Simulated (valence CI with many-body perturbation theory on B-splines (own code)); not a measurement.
E1 transitions of Lu LVIII

Level of theory: relativistic CI+MBPT: four valence electrons over a frozen Dirac-Fock core [Ne], a basis of 11 s, 11 p, 10 d, 8 f, 5 g, 2 h functions for each j, with the one-electron correlation potential Σ1 (screened to all orders), the two-electron term Σ2, the three-electron term Σ3, Breit, model QED; selected single and double excitations, second order for the rest, scaled by the run's own slope (own B-spline code, finite nucleus).

No measured spectrum was set against this ion. As an estimate, large intervals hold to a few tenths of a per cent, small ones and those within an open d or f shell to about a per cent. Among the levels kept, up to 560 cm⁻¹ of a level comes from second order outside the variational space, and about a tenth of that is noise between levels of different J, which matters for small intervals.

Lines 101 to 150 of 550 in falling wavelength, among levels below 1499.6 eV, chosen from the strongest by gf and those to the six lowest levels. Wavelengths and rates use the calculated energies. Electric multipoles are in the length gauge, E1 and E2 with the static RPA response of the core. Weak lines are less certain than strong ones. Lines between different terms over intervals too small for the method are left out, as are lines whose strength nearly cancels. The highest levels of a list are the least certain.

Levels are named by their leading jj configuration (3d3/2^4 stands for four electrons in 3d with j = 3/2), which in mixed levels can hold well under half, so a name can repeat and another be missing. Letters in brackets count levels of one name in rising energy.

| λ vac (Å) | Upper | Lower | A (s⁻¹) | S (a.u.) |
| --- | --- | --- | --- | --- |
| 47.65 | (3s 3p1/2 3d5/2^2) J=4 [a] | (3s 3p1/2 3p3/2 3d5/2) J=3 [c] | 3.58e+10 | 1.72e-02 |
| 46.84 | (3s 3p1/2 3d5/2^2) J=3 [b] | (3s 3p1/2 3p3/2 3d5/2) J=2 [d] | 1.69e+11 | 6.01e-02 |
| 46.72 | (3s 3p1/2 3d5/2^2) J=3 [a] | (3s 3p1/2 3p3/2 3d5/2) J=2 [c] | 4.88e+10 | 1.72e-02 |
| 46.28 | (3s 3p1/2 3p3/2 3d5/2) J=2 [b] | (3s 3p1/2 3p3/2^2) J=2 [b] | 4.33e+10 | 1.06e-02 |
| 46.11 | (3s 3p1/2 3d5/2^2) J=4 [b] | (3s 3p1/2 3p3/2 3d5/2) J=3 [d] | 2.07e+11 | 9.02e-02 |
| 46.11 | (3s 3p1/2 3d3/2 3d5/2) J=3 [c] | (3s 3p1/2 3p3/2 3d3/2) J=3 [c] | 4.29e+10 | 1.45e-02 |
| 45.94 | (3s 3p1/2 3d5/2^2) J=5 | (3s 3p1/2 3p3/2 3d5/2) J=4 [c] | 8.11e+10 | 4.27e-02 |
| 45.61 | (3s 3p1/2 3d5/2^2) J=3 [b] | (3s 3p1/2 3p3/2 3d5/2) J=2 [c] | 1.08e+11 | 3.55e-02 |
| 45.60 | (3s 3p1/2 3d3/2 3d5/2) J=4 [b] | (3s 3p1/2 3p3/2 3d3/2) J=3 [c] | 1.05e+11 | 4.41e-02 |
| 45.45 | (3p1/2^2 3d5/2^2) J=4 | (3s 3p1/2 3d3/2 3d5/2) J=3 [b] | 8.33e+10 | 3.47e-02 |
| 45.40 | (3s 3p1/2 3d5/2^2) J=3 [b] | (3s 3p1/2 3p3/2 3d5/2) J=3 [d] | 7.15e+10 | 2.31e-02 |
| 45.33 | (3s 3p1/2 3d3/2 3d5/2) J=2 [b] | (3s 3p1/2 3p3/2 3d3/2) J=1 [c] | 4.96e+10 | 1.14e-02 |
| 45.18 | (3s 3p1/2 3d5/2^2) J=4 [a] | (3s 3p1/2 3p3/2 3d5/2) J=3 [b] | 7.76e+10 | 3.18e-02 |
| 45.08 | (3s 3p1/2 3d5/2^2) J=2 [b] | (3s 3p1/2 3p3/2 3d5/2) J=2 [c] | 5.34e+10 | 1.21e-02 |
| 45.07 | (3s^2 3d5/2^2) J=4 | (3s^2 3p3/2 3d5/2) J=3 | 3.24e+11 | 1.32e-01 |
| 45.06 | (3s^2 3d5/2^2) J=2 | (3s^2 3p3/2 3d5/2) J=1 | 1.31e+11 | 2.95e-02 |
| 44.88 | (3s 3p1/2 3d5/2^2) J=2 [b] | (3s 3p1/2 3p3/2 3d5/2) J=3 [d] | 5.35e+10 | 1.19e-02 |
| 44.71 | (3s 3p3/2^2 3d5/2) J=1 [a] | (3s 3p3/2^3) J=2 | 1.30e+11 | 1.72e-02 |
| 44.68 | (3s 3p3/2^2 3d5/2) J=3 [a] | (3s 3p3/2^3) J=2 | 3.77e+10 | 1.16e-02 |
| 44.64 | (3s 3p1/2 3d3/2 3d5/2) J=3 [e] | (3s 3p1/2 3p3/2 3d3/2) J=2 [e] | 1.68e+11 | 5.15e-02 |
| 44.63 | (3s 3p1/2 3d5/2^2) J=1 [a] | (3s 3p1/2 3p3/2 3d5/2) J=0 | 7.68e+10 | 1.01e-02 |
| 44.37 | (3s 3p1/2 3d3/2 3d5/2) J=2 [d] | (3s 3p1/2 3p3/2 3d3/2) J=1 [d] | 9.31e+10 | 2.01e-02 |
| 44.30 | (3s 3p1/2^2 3d5/2) J=2 | (3s 3p1/2^2 3p3/2) J=1 | 1.40e+11 | 2.99e-02 |
| 44.26 | (3s 3p1/2 3d3/2 3d5/2) J=1 [b] | (3s 3p1/2 3p3/2 3d3/2) J=1 [c] | 1.50e+11 | 1.93e-02 |
| 44.20 | (3s 3p1/2 3d5/2^2) J=1 [a] | (3s 3p1/2 3p3/2 3d5/2) J=1 [c] | 1.56e+11 | 2.00e-02 |
| 44.10 | (3s 3p1/2 3d3/2 3d5/2) J=4 [b] | (3s 3p1/2 3p3/2 3d3/2) J=3 [b] | 3.21e+10 | 1.22e-02 |
| 44.05 | (3s^2 3p3/2 3d5/2) J=2 | (3s^2 3p3/2^2) J=2 | 1.36e+11 | 2.87e-02 |
| 43.94 | (3s 3p1/2 3d3/2 3d5/2) J=1 [c] | (3s 3p1/2 3p3/2 3d3/2) J=0 [b] | 8.12e+10 | 1.02e-02 |
| 43.69 | (3s 3p1/2 3d5/2^2) J=5 | (3s 3p1/2 3p3/2 3d5/2) J=4 [b] | 1.44e+11 | 6.51e-02 |
| 43.66 | (3s 3p1/2 3d3/2 3d5/2) J=3 [c] | (3s 3p1/2 3p3/2 3d3/2) J=2 [c] | 1.09e+11 | 3.12e-02 |
| 43.63 | (3s^2 3d3/2 3d5/2) J=3 | (3s^2 3p3/2 3d3/2) J=2 | 1.81e+11 | 5.18e-02 |
| 43.62 | (3s 3p1/2 3d5/2^2) J=4 [a] | (3s 3p1/2 3p3/2 3d5/2) J=3 [a] | 2.00e+11 | 7.38e-02 |
| 43.60 | (3s 3p1/2 3d5/2^2) J=4 [b] | (3s 3p1/2 3p3/2 3d5/2) J=4 [c] | 1.02e+11 | 3.76e-02 |
| 43.57 | (3s^2 3d5/2^2) J=2 | (3s^2 3p3/2 3d5/2) J=3 | 7.00e+10 | 1.43e-02 |
| 43.49 | (3s 3p1/2 3d5/2^2) J=2 [a] | (3s 3p1/2 3p3/2 3d5/2) J=1 [a] | 5.66e+10 | 1.15e-02 |
| 43.48 | (3s^2 3p1/2 3d5/2) J=2 | (3s^2 3p1/2 3p3/2) J=2 | 3.50e+10 | 7.11e-03 |
| 43.34 | (3p1/2^2 3d5/2^2) J=4 | (3s 3p1/2 3d3/2 3d5/2) J=3 [a] | 1.20e+11 | 4.35e-02 |
| 43.34 | (3s^2 3p1/2 3d5/2) J=3 | (3s^2 3p1/2 3p3/2) J=2 | 1.73e+11 | 4.86e-02 |
| 43.27 | (3s 3p1/2 3p3/2 3d5/2) J=0 | (3s 3p1/2 3p3/2^2) J=1 [b] | 2.66e+11 | 1.06e-02 |
| 43.26 | (3s 3p1/2 3p3/2 3d5/2) J=2 [a] | (3s 3p1/2 3p3/2^2) J=2 [a] | 1.41e+11 | 2.81e-02 |
| 43.17 | (3s 3p1/2 3d3/2 3d5/2) J=1 [c] | (3s 3p1/2 3p3/2 3d3/2) J=1 [d] | 8.47e+10 | 1.01e-02 |
| 43.14 | (3p1/2^2 3d3/2 3d5/2) J=2 | (3p1/2^2 3p3/2 3d3/2) J=1 | 8.21e+10 | 1.63e-02 |
| 43.14 | (3s^2 3d3/2 3d5/2) J=3 | (3s^2 3p3/2 3d3/2) J=3 | 3.59e+10 | 9.96e-03 |
| 42.92 | (3s 3p3/2^2 3d5/2) J=1 [b] | (3s 3p3/2^3) J=1 | 3.25e+11 | 3.80e-02 |
| 42.91 | (3s 3p1/2 3p3/2 3d5/2) J=3 [b] | (3s 3p1/2 3p3/2^2) J=3 | 1.43e+11 | 3.90e-02 |
| 42.91 | (3s 3p1/2 3d5/2^2) J=1 [b] | (3s 3p1/2 3p3/2 3d5/2) J=2 [d] | 1.58e+11 | 1.85e-02 |
| 42.87 | (3s 3p1/2 3d5/2^2) J=2 [b] | (3s 3p1/2 3p3/2 3d5/2) J=1 [b] | 6.49e+10 | 1.26e-02 |
| 42.72 | (3s 3p1/2 3d3/2 3d5/2) J=2 [b] | (3s 3p1/2 3p3/2 3d3/2) J=2 [c] | 1.29e+11 | 2.49e-02 |
| 42.72 | (3p1/2^2 3p3/2 3d5/2) J=2 | (3s 3p1/2 3p3/2 3d3/2) J=2 [a] | 7.45e+10 | 1.43e-02 |
| 42.70 | (3s 3p1/2 3d3/2 3d5/2) J=3 [d] | (3s 3p1/2 3p3/2 3d3/2) J=2 [d] | 1.62e+11 | 4.36e-02 |
